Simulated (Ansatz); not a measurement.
Frontier orbitals of H5NOSSi2.

```xyz
10

S     0.274   -0.176    2.693
Si   -0.451    0.513    0.828
N     0.688    0.688   -0.456
Si   -0.194   -0.467   -1.392
O    -1.260   -0.606   -0.112
H     1.017   -1.156    2.149
H    -1.281    1.684    1.186
H     1.537    1.211   -0.569
H     0.513   -1.735   -1.704
H    -0.843    0.044   -2.624
```

The species carries charge 0 and has multiplicity 1. The structure was optimised at the PBE0-D4/def2-TZVP level. It is one conformer, not always the lowest. Basis def2-TZVPP, Ansatz 0.2.0.

```json
{"functional": "PBE", "HOMO (eV)": "-6.38", "LUMO (eV)": "-1.23", "gap (eV)": "5.15"}
{"functional": "BLYP", "HOMO (eV)": "-6.22", "LUMO (eV)": "-1.07", "gap (eV)": "5.15"}
{"functional": "B97M-V", "HOMO (eV)": "-6.79", "LUMO (eV)": "-1.00", "gap (eV)": "5.79"}
{"functional": "PBE0", "HOMO (eV)": "-7.67", "LUMO (eV)": "-0.36", "gap (eV)": "7.31"}
{"functional": "B3LYP", "HOMO (eV)": "-7.41", "LUMO (eV)": "-0.56", "gap (eV)": "6.85"}
{"functional": "r2SCANh", "HOMO (eV)": "-7.16", "LUMO (eV)": "-0.55", "gap (eV)": "6.61"}
{"functional": "r2SCAN0", "HOMO (eV)": "-7.87", "LUMO (eV)": "-0.13", "gap (eV)": "7.74"}
{"functional": "LC-ωPBE", "HOMO (eV)": "-10.42", "LUMO (eV)": "1.80", "gap (eV)": "12.22"}
{"functional": "ωB97X-V", "HOMO (eV)": "-10.04", "LUMO (eV)": "1.66", "gap (eV)": "11.70"}
{"functional": "ωB97M-V", "HOMO (eV)": "-9.90", "LUMO (eV)": "1.35", "gap (eV)": "11.25"}
```

Against PBE, PBE0 changes HOMO and LUMO by −1.29 and +0.87 eV, ωB97M-V by −3.51 and +2.57 eV. A gap of 5.16 eV thus becomes 11.24 eV for the same molecule, so an orbital gap means little without its functional. A positive LUMO is unbound and depends on the basis.

B3LYP here is the variant with VWN-RPA as its local correlation; programs differ in this. LC-ωPBE has ω = 0.4 bohr⁻¹.
